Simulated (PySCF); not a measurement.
Br$_{2}$Ge (SMILES [Br][Ge][Br]), singlet, at a GFN2-xTB geometry, with bond 3-1 at 1.6 times its length; DF-PBE/def2-SV(P) (PySCF).

Input for PySCF:
```python
from pyscf import gto, scf, dft

mol = gto.Mole()
mol.atom = '''
    Ge    0.01682949    0.00687689    1.03311619
    Br    1.00009172   -1.51961211   -0.47860423
    Br   -1.63486358    2.41719334   -1.36540434
'''
mol.basis = 'def2-sv(p)'
mol.verbose = 4
mol.build()

mf = dft.RKS(mol)
mf.xc = 'pbe'
mf.diis_space = 12
mf = mf.density_fit(auxbasis='def2-universal-jkfit')
mf.kernel()
```

The log (banner, timings and long lists left out):

```
PySCF version 2.14.0

[INPUT] verbose = 4
[INPUT] num. atoms = 3
[INPUT] num. electrons = 102
[INPUT] charge = 0
[INPUT] spin (= nelec alpha-beta = 2S) = 0
[INPUT] symmetry False subgroup None
[INPUT] Mole.unit = angstrom
[INPUT] Symbol           X                Y                Z      unit          X                Y                Z       unit  Magmom
[INPUT]  1 Ge     0.016829490000   0.006876890000   1.033116190000 AA    0.031803126916   0.012995438689   1.952306653954 Bohr   0.0
[INPUT]  2 Br     1.000091720000  -1.519612110000  -0.478604230000 AA    1.889899450245  -2.871650703472  -0.904430916758 Bohr   0.0
[INPUT]  3 Br    -1.634863580000   2.417193340000  -1.365404340000 AA   -3.089444417226   4.567833402723  -2.580240251893 Bohr   0.0

nuclear repulsion = 542.134090362838
number of shells = 36
number of NR pGTOs = 222
number of NR cGTOs = 96
basis = def2-sv(p)
ecp = {}

******** <class 'pyscf.df.df_jk.DFRKS'> ********
method = DFRKS
initial guess = minao
damping factor = 0
level_shift factor = 0
DIIS = <class 'pyscf.scf.diis.CDIIS'>
diis_start_cycle = 1
diis_space = 12
diis_damp = 0
SCF conv_tol = 1e-09
SCF conv_tol_grad = None
SCF max_cycles = 50
direct_scf = False
XC library pyscf.dft.libxc version 7.1.2
    S. Lehtola, C. Steigemann, M. J. T. Oliveira, and M. A. L. Marques,  SoftwareX 7, 1–5 (2018)
XC functionals = pbe
    J. P. Perdew, K. Burke, and M. Ernzerhof,  Phys. Rev. Lett. 77, 3865 (1996)
    J. P. Perdew, K. Burke, and M. Ernzerhof,  Phys. Rev. Lett. 78, 1396 (1997)
    J. P. Perdew, K. Burke, and M. Ernzerhof,  Phys. Rev. Lett. 77, 3865 (1996)
    J. P. Perdew, K. Burke, and M. Ernzerhof,  Phys. Rev. Lett. 78, 1396 (1997)
radial grids:
    Treutler-Ahlrichs [JCP 102, 346 (1995); DOI:10.1063/1.469408] (M4) radial grids

becke partition: Becke, JCP 88, 2547 (1988); DOI:10.1063/1.454033
pruning grids: <function nwchem_prune>
grids dens level: 3
symmetrized grids: False
atomic radii adjust function: <function treutler_atomic_radii_adjust>
small_rho_cutoff = 0
Set gradient conv threshold to 3.16228e-05
Initial guess from minao.
tot grids = 61488
init E= -7220.55332203988
  HOMO = -0.286995403129572  LUMO = -0.12557582453063  gap/eV = 4.39245
cycle= 1 E= -7223.16916290379  delta_E= -2.62  |g|= 0.678  |ddm|= 1.53
  HOMO = -0.180895742621425  LUMO = -0.0537678578766791  gap/eV = 3.45933
cycle= 2 E= -7215.88912519057  delta_E= 7.28  |g|= 2.48  |ddm|= 5.31
  HOMO = -0.221752759197256  LUMO = -0.135003557448966  gap/eV = 2.36057
cycle= 3 E= -7223.04192470802  delta_E= -7.15  |g|= 0.863  |ddm|= 5.36
  HOMO = -0.188815101703348  LUMO = -0.159609584334941  gap/eV = 0.79472
cycle= 4 E= -7223.32025743571  delta_E= -0.278  |g|= 0.273  |ddm|= 1.59

WARN: HOMO -0.161456875470995 == LUMO -0.161169011022179

cycle= 5 E= -7221.34405186805  delta_E= 1.98  |g|= 1.54  |ddm|= 2.74
  HOMO = -0.180640241205267  LUMO = -0.176911923902713  gap/eV = 0.10145
cycle= 6 E= -7222.13471728431  delta_E= -0.791  |g|= 1.38  |ddm|= 2.41

WARN: HOMO -0.180588881611613 == LUMO -0.180090811960076

cycle= 7 E= -7222.05268355344  delta_E= 0.082  |g|= 1.32  |ddm|= 2.31
  HOMO = -0.181794745458488  LUMO = -0.180769264687551  gap/eV = 0.02790
cycle= 8 E= -7222.29084981945  delta_E= -0.238  |g|= 1.36  |ddm|= 2.32
  HOMO = -0.182628335735844  LUMO = -0.180392947224741  gap/eV = 0.06083
cycle= 9 E= -7222.28270323407  delta_E= 0.00815  |g|= 1.36  |ddm|= 0.0217
  HOMO = -0.181690706657159  LUMO = -0.179249954857164  gap/eV = 0.06642
cycle= 10 E= -7222.19318117207  delta_E= 0.0895  |g|= 1.38  |ddm|= 0.228
  HOMO = -0.182520369375  LUMO = -0.180168098841382  gap/eV = 0.06401
cycle= 11 E= -7222.25922679691  delta_E= -0.066  |g|= 1.36  |ddm|= 0.239
  HOMO = -0.18784190838598  LUMO = -0.185022697956691  gap/eV = 0.07671
cycle= 12 E= -7223.26822493466  delta_E= -1.01  |g|= 0.421  |ddm|= 1.62
  HOMO = -0.192776264978  LUMO = -0.185858251050886  gap/eV = 0.18825
cycle= 13 E= -7223.34550554474  delta_E= -0.0773  |g|= 0.105  |ddm|=  0.6
  HOMO = -0.195060343370143  LUMO = -0.183740887333355  gap/eV = 0.30802
cycle= 14 E= -7223.35056332031  delta_E= -0.00506  |g|= 0.0472  |ddm|= 0.367
  HOMO = -0.195161304756732  LUMO = -0.183321573294598  gap/eV = 0.32218
cycle= 15 E= -7223.35140913682  delta_E= -0.000846  |g|= 0.0267  |ddm|= 0.0642
  HOMO = -0.194190917324714  LUMO = -0.183763351970518  gap/eV = 0.28375
cycle= 16 E= -7223.35189408157  delta_E= -0.000485  |g|= 0.00254  |ddm|= 0.0718
  HOMO = -0.19419117244253  LUMO = -0.18370377963081  gap/eV = 0.28538
cycle= 17 E= -7223.35189674529  delta_E= -2.66e-06  |g|= 0.00155  |ddm|= 0.00729
  HOMO = -0.194200349130631  LUMO = -0.183750884892092  gap/eV = 0.28434
cycle= 18 E= -7223.35189781664  delta_E= -1.07e-06  |g|= 8.1e-05  |ddm|= 0.00278
  HOMO = -0.194206959300244  LUMO = -0.183753867513745  gap/eV = 0.28444
cycle= 19 E= -7223.35189781981  delta_E= -3.18e-09  |g|= 3.25e-05  |ddm|= 0.000344
  HOMO = -0.194205643491202  LUMO = -0.183753629951572  gap/eV = 0.28441
cycle= 20 E= -7223.35189782036  delta_E= -5.49e-10  |g|= 6.35e-06  |ddm|= 7.53e-05
  HOMO = -0.194207421456586  LUMO = -0.183752244004608  gap/eV = 0.28450
Extra cycle  E= -7223.3518978182  delta_E= 2.16e-09  |g|= 6.01e-05  |ddm|= 0.000134
converged SCF energy = -7223.3518978182
```
